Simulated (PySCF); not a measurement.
C₇H₁₂BF.
SMILES: `[C@@H]1(F)[C@@H]([C@@H](BC1)C=C)C`

The closed-shell ground state was solved at several levels (PySCF, density fitting, gas phase, non-relativistic). The structure is a single PBE0-D3(BJ)/def2-SVP conformer in the gas phase; no vibrational or solvent corrections.

```json
{"level": "wB97X-D/pcSseg-1", "basis functions": "213", "HOMO (eV)": "-9.07", "LUMO (eV)": "0.84", "gap (eV)": "9.91", "dipole (D)": "1.40"}
{"level": "PBE0/pcSseg-1", "basis functions": "213", "HOMO (eV)": "-7.26", "LUMO (eV)": "-1.01", "gap (eV)": "6.25", "dipole (D)": "1.32"}
```

Question: Estimate the row for PBE0/def2-SVPD, a basis of 279 functions; the other rows only guide the guess.

Answer: HOMO -7.27 eV, LUMO -1.05 eV, gap 6.22 eV, dipole 1.37 D.

Question: Over all these levels, which gives the widest orbital gap and which the narrowest?

Answer: wB97X-D/pcSseg-1 (range-separated hybrid) has the widest, 9.91 eV, and PBE0/def2-SVPD (global hybrid, 25 % exact exchange) the narrowest, 6.22 eV. Functional and basis both differ between the two, so the spread mixes both effects.

Question: How far do the dipole and the HOMO energy spread over the levels?

Answer: The dipole runs from 1.32 to 1.40 D (mean 1.36 D) and the HOMO from -9.07 to -7.26 eV.
